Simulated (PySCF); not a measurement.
HBN (SMILES [B]=N), doublet, geometry from GFN2-xTB. Base run: BLYP/6-311G** in PySCF.

PySCF was given this input:
```python
from pyscf import gto, scf, dft

mol = gto.Mole()
mol.atom = '''
    B    -0.000000   -0.000000   -0.840644
    N     0.000000    0.000000    0.401292
    H     0.000000    0.000000    1.394176
'''
mol.basis = '6-311g**'
mol.charge = 0
mol.spin = 1
mol.verbose = 4
mol.build()

mf = dft.UKS(mol)
mf.xc = 'blyp'
mf.kernel()
```

Variants of this job, named by their change:

```
change                                           ΔE vs base (µEh)  fitting functions  dipole (D)
-----------------------------------------------  ----------------  -----------------  ----------
base                                                          0.0                  -        0.56
auxbasis = def2-svp-ri                                      -4242                110        0.56
auxbasis = cc-pvtz-jkfit                                     -5.1                188        0.56
auxbasis = default (with mf = mf.density_fit())              -5.1                188        0.56
auxbasis = cc-pvqz-jkfit                                     -3.8                263        0.56
auxbasis = cc-pvtz-ri                                       -60.4                192        0.56
auxbasis = autoaux                                           -4.8                277        0.56
auxbasis = def2-universal-jkfit                             -21.0                170        0.56
auxbasis = even-tempered beta=1.6                            -0.4                441        0.56
auxbasis = def2-tzvp-ri                                     -73.3                167        0.56
```

A fitting set is made for a task (jfit for Coulomb, jkfit for Coulomb and exchange, ri for correlation) and for a family of orbital bases.

Open shells are given as the SCF converged; they aren't shown to be the lowest states, and a large step between rows can be another state.
